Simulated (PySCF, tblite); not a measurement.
Isomers of C7H9N2 (doublet state), one GFN2-xTB conformer each. Single-point energies are computed at B3LYP/pcH-1 (PySCF, gas phase, no added dispersion term), electronic only. GFN2-xTB treats the open shell by occupation alone, and not every SCF solution was tested for stability.

Question: Rank them by B3LYP/pcH-1 energy, lowest first (kcal/mol).
A. `[CH3:1][NH:2][c:3]1[cH:4][cH:5][c:6]([NH:7])[cH:8][cH:9]1` (doublet state) with C1–N2–C3–C4 7°, C5–C6–N7–H 180°
B. `[NH:1][c:2]1[cH:3][cH:4][cH:5][cH:6][c:7]1[CH2:8][NH2:9]` (doublet state) with H–N1–C2–C3 -6°, C6–C7–C8–N9 -117°, C7–C8–N9–H 52° and -66°

Answer: A (0.0), B (3.0).

Neighbours under 5.0 kcal/mol apart (CNc1ccc([NH])cc1 and [NH]c1ccccc1CN) can change places with a better method, another conformer or zero-point energy. GFN2-xTB itself gives, in the same order: 0.0, 12.3. Both levels put the same isomer lowest.

Q: What happens when harmonic zero-point energies from GFN2-xTB frequencies are added?

A: 
| SMILES | ZPE (kcal/mol) | electronic (kcal/mol) | with ZPE (kcal/mol) |
| --- | --- | --- | --- |
| CNc1ccc([NH])cc1 | 90.5 | 0.0 | 0.0 |
| [NH]c1ccccc1CN | 91.0 | 3.0 | 3.5 |

The zero-point energies span 0.5 kcal/mol. The order is unchanged.
